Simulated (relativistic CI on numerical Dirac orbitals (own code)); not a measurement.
Spin-allowed bands of a d3 ion in an octahedral site, by hand

Problem. A d3 ion in an octahedral site has a 4A2 ground term and spin-allowed bands at ν1 = 22140 and ν2 = 30490 cm⁻¹ (from a computed ligand-field model). Find Δ and the Racah parameter B, and predict the third band.

Working.
1. The F term splits into A2 (−1.2Δ), T2 (−0.2Δ) and T1 (+0.6Δ), so ν1 = E(T2) − E(A2) = Δ = 22140 cm⁻¹.
2. T1(F) mixes with T1(P), which lies at 15B, through an element 0.4Δ. The two roots, counted from A2, are ν2,3 = ½(15B + 3Δ) ∓ ½√[(15B − Δ)² + 12BΔ].
3. Solving the lower root for B gives B = (2ν1² + ν2² − 3ν1ν2)/(15ν2 − 27ν1) = -115146500/-140430 = 820 cm⁻¹.
4. The sum of the roots is 15B + 3Δ, so ν3 = 15B + 3ν1 − ν2 = 48229 cm⁻¹ (207 nm).

Check. The bands were computed by exact diagonalisation of the d3 shell with B = 820 and Δ = 22140 cm⁻¹, which gives ν3 = 48230 cm⁻¹. C does not enter the terms of highest spin.
